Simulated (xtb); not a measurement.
Species: [Cd(H)2] (charge 0, multiplicity 1).

Problem. Give a relaxed geometry from GFN2-xTB run with xtb 6.7.1.

Solution. the end point of this relaxation.
Cartesian coordinates (Å) in one orientation:
```xyz
3

Cd     0.000     0.000     0.000
H     -1.001     0.993     0.870
H      1.001    -0.993    -0.870
```
